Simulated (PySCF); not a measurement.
PySCF input for C2H4N2OSi, SMILES O[Si@H]1C=NC=N1, HF/pcSseg-1. Geometry: r2SCAN-D4/def2-SVP. The structure was generated by enumeration; whether it is a known compound was not checked. The values are those of a single conformer.

```python
import numpy as np
from pyscf import gto, scf, dft
from pyscf.prop.nmr import rhf as nmr

mol = gto.M(
    atom='''
    O    -1.72327131    0.04805392    1.32926529
    Si   -0.64642588    0.53417528    0.17021088
    C     1.22843882    0.48955912    0.58071777
    N     1.82594588   -0.26778720   -0.27325060
    C     0.85186170   -0.84910178   -1.20131807
    N    -0.40062042   -0.61631067   -1.15696824
    H    -1.66378794   -0.86362623    1.63922132
    H    -1.11609909    1.85789528   -0.30340480
    H     1.84570737    1.00381014    1.33275865
    H     1.31123103   -1.51502336   -1.95051598
    ''',
    basis='pcSseg-1',
    charge=0,
    spin=0,
    max_memory=1600,
    verbose=3,
)
mf = scf.RHF(mol)
mf.conv_tol = 1e-10
mf.max_cycle = 100
mf.kernel()
n = nmr.NMR(mf)
n.verbose = 2
n.max_cycle_cphf = 60
sigma = n.kernel()
print('atom   isotropic/ppm   span/ppm')
for i, s in enumerate(sigma):
    w = np.linalg.eigvalsh((s + s.T) / 2)
    print(f'{mol.atom_symbol(i):2s}{i + 1:3d} {w.mean():14.3f} {w[2] - w[0]:11.3f}')
```

It prints:

```
converged SCF energy = -550.721586809716
atom   isotropic/ppm   span/ppm
O   1        318.398      72.323
Si  2        408.047     111.990
C   3        -17.674     342.225
N   4       -197.284     877.539
C   5         10.441     214.191
N   6        -29.965     543.691
H   7         29.739      22.615
H   8         27.220       8.408
H   9         22.137       9.177
H  10         22.893       6.684
```

The calculation finished and met its thresholds.

Cost: about 21 core-seconds (a rough figure).
